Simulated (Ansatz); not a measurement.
CH₂ClGaO, relaxed with RKS PBE0-D4/def2-TZVP in the Gaussian-basis code of Ansatz from a PBE-D4/def2-SVP geometry. The force threshold is 0.005 eV/Å; the program also tests the step.

Total charge 0; spin multiplicity 1. The bonds changed during the relaxation, so this is another structure than the one it started from.

Start:

```xyz
6

Cl   -1.665   -1.589   -0.537
Ga   -0.304   -0.827   -2.217
C     0.485    0.602    0.704
O     0.867    0.618   -0.454
H    -0.378   -0.043    1.024
H     0.994    1.238    1.481
```

```tsv
step	energy (eV)	largest force (eV/Å)	largest move (Å)
1	-68005.6157	1.269	0.000
2	-68005.6406	0.288	0.053
3 (rejected)	-68005.5689	1.452	0.072
4	-68005.6425	0.064	0.036
5	-68005.6431	0.065	0.023
6	-68005.6431	0.048	0.007
7	-68005.6431	0.035	0.003
8	-68005.6431	0.027	0.001
9	-68005.6431	0.016	0.004
10	-68005.6432	0.013	0.006
11	-68005.6432	0.011	0.002
12	-68005.6432	0.000	0.001
```

End:

```xyz
6

Cl   -1.670   -1.589   -0.573
Ga   -0.300   -0.837   -2.223
C     0.485    0.604    0.716
O     0.836    0.607   -0.436
H    -0.351   -0.028    1.058
H     1.000    1.241    1.457
```

It took 54 s on 2 threads of an Arm Neoverse V1 on a shared host, with 0.38 GiB of host memory at the peak.
